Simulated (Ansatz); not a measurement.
Geometry optimisation, Ansatz 0.2.0, UKS PBE/def2-SVP.

Input file:

```yaml
crystal:
  periodic: [false, false, false]
  atoms:
    - { symbol: Ge, position_ang: [0.0, 0.0, 0.0] }
    - { symbol: H, position_ang: [0.0, 0.0, 1.8] }
    - { symbol: H, position_ang: [1.4616, 0.0, -0.5162] }
    - { symbol: H, position_ang: [-0.73, 1.2648, -0.5162] }
    - { symbol: H, position_ang: [-0.73, -1.2648, -0.5162] }
    - { symbol: "N", position_ang: [0.0, 0.0, 3.16] }
    - { symbol: H, position_ang: [-0.496, -0.7725, 3.69] }
    - { symbol: H, position_ang: [0.496, 0.7725, 3.69] }
magnetization:
  spin_polarized: true
  initial_magnetization: 1
basis:
  gaussian: { orbitals: def2-SVP }
hamiltonian:
  xc: pbe
relax:
  f_tol: 0.15
  max_steps: 25
  restrain:
    - { distance: [1, 5], at: 1.06, k: 30.0 }
    - { distance: [0, 1], at: 2.75, k: 30.0 }
```

Launched with:

```bash
$ ansatz run input.yaml --threads 2 --pin off --max-ram 3072MiB --backend cpu --events-out ev --progress --plain --runs-dir out
```

Where does it end, and by what steps?

It converged. The restraints hold the end off the free minimum; the threshold counts their pulls, which the force column leaves out. Restrained pairs: H2–N6 (1.36 → 1.04 Å), Ge1–H2 (1.80 → 2.75 Å). After 12 steps the energy has fallen by 1.635 eV (the restraints' own energy left out); H2 moved furthest, 1.23 Å.

```csv
step,energy less start (eV),largest force component (eV/Å),accepted
0,0.0000,2.812,yes
1,-0.7443,3.489,yes
2,-0.9788,3.120,yes
3,-0.9793,3.826,yes
4,-1.3817,0.844,yes
5,-1.4131,1.541,yes
6,-1.5316,0.784,yes
7,-1.5803,0.544,yes
8,-1.6075,0.404,yes
9,-1.5304,1.670,no
10,-1.6176,0.399,yes
11,-1.6211,0.745,yes
12,-1.6354,0.388,yes
```

```xyz
8
Properties=species:S:1:pos:R:3
Ge 0.006 0.008 0.024
H -0.767 0.518 2.615
H 1.531 -0.026 -0.285
H -0.652 1.206 -0.720
H -0.650 -1.325 -0.437
N -0.144 0.092 3.337
H -0.125 -0.916 3.129
H 0.802 0.443 3.130
```

Time of the run: 8.5 s on 2 threads of AMD EPYC 9R45 96-Core Processor (Zen 5), on a shared host, peak memory 0.17 GiB.
